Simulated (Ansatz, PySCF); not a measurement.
Breaking the O4–H5 bond in H3OSb (SMILES [OH][SbH2]) (multiplicity 1 held, fragments rigid). Energies count from the point at 0.963 Å.
Geometry at that point (charge 0, multiplicity 1):
```tsv
atom	x (Å)	y (Å)	z (Å)
Sb	-0.1399	-0.1885	0.1728
H	-1.5793	-0.0012	-0.7491
H	0.3463	-1.5010	-0.8260
O	0.8768	1.1704	-0.8710
H	1.3545	1.7530	-0.2717
```

R- and RO- levels are restricted; in cc, def2 and unpolarised 6-31G sets they are followed outwards from rest. Unrestricted levels (U-) break spin symmetry where that is lower. Active spaces are followed from a long bond inwards. Levels need not reach the same state.

Frozen-core correlation. Filled d and f shells under p-block atoms count as core. Rows in 3-21G carry no dispersion term and start afresh at each structure; the Pople sets are all-electron and without relativity.

Codes used: Ansatz (a quantum-chemistry and plane-wave program); PySCF for 3-21G rows. Values without a source in brackets are computed. In def2 rows elements past Kr take small-core potentials, without spin–orbit coupling.

Energies in kcal/mol.

```
R (Å)  R-HF/3-21G  U-PBE/def2-TZVPP  R-wB97X-V/def2-TZVPP  FIC-MRCISD+Q on CASSCF(4,3)/def2-TZVPP
-----  ----------  ----------------  --------------------  --------------------------------------
0.770        38.1              37.2                  35.2                                    34.6
0.866         7.9               7.7                   6.6                                     6.4
0.963         0.0               0.0                   0.0                                     0.0
1.059         4.0               3.7                   4.9                                     4.9
1.155        14.1              13.0                  15.5                                    15.4
1.300        34.8               [?]                  35.9                                    35.0
1.444        57.5              50.2                  57.2                                    54.6
1.685        94.0               [?]                  89.7                                    81.4
1.926       125.6              95.9                 116.2                                    98.5
2.214       156.5             104.7                 140.7                                   108.8
2.599       187.1             108.7                 163.3                                   113.7
3.081       212.2             110.0                 181.1                                   115.2
```

### Question
Some entries are withheld; supply them.

### Answer

- 1.685, U-PBE/def2-TZVPP: 78.1
- 1.300, U-PBE/def2-TZVPP: 31.3

Doubts at one or more of the structures used: a restricted determinant that unrestricted orbitals would lower (R-HF/3-21G, R-wB97X-V/def2-TZVPP); a spin-contaminated determinant (U-PBE/def2-TZVPP); active orbitals that take no part (FIC-MRCISD+Q on CASSCF(4,3)/def2-TZVPP).
